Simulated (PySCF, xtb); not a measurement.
C6H7, SMILES [C]1=CCCC=C1 (connectivity only; charge and spin as stated), charge +1, multiplicity 1. One conformer was computed; it need not be the lowest.

Harmonic wavenumbers (cm⁻¹) from xtb with GFN2-xTB at its own minimum, in rising order: 158, 192, 295, 485, 514, 638, 686, 721, 822, 854, 861, 921, 972, 983, 1044, 1080, 1098, 1128, 1162, 1238, 1291, 1300, 1402, 1420, 1515, 1873, 2910, 2965, 2987, 2996, 3067, 3102, 3145.

Q: What does ωB97X-D3(BJ)/def2-SVP run with PySCF give at its own minimum? (Estimate from the structure and the level; the computed values follow.)

A: 211, 235, 291, 529, 567, 658, 768, 793, 848, 874, 919, 945, 1015, 1025, 1058, 1143, 1166, 1195, 1241, 1312, 1359, 1392, 1435, 1452, 1554, 1873, 3055, 3117, 3166, 3188, 3203, 3246, 3258. Paired by order, the mean absolute difference is 69 cm⁻¹ and the zero-point energies are 65.5 and 68.8 kcal/mol.
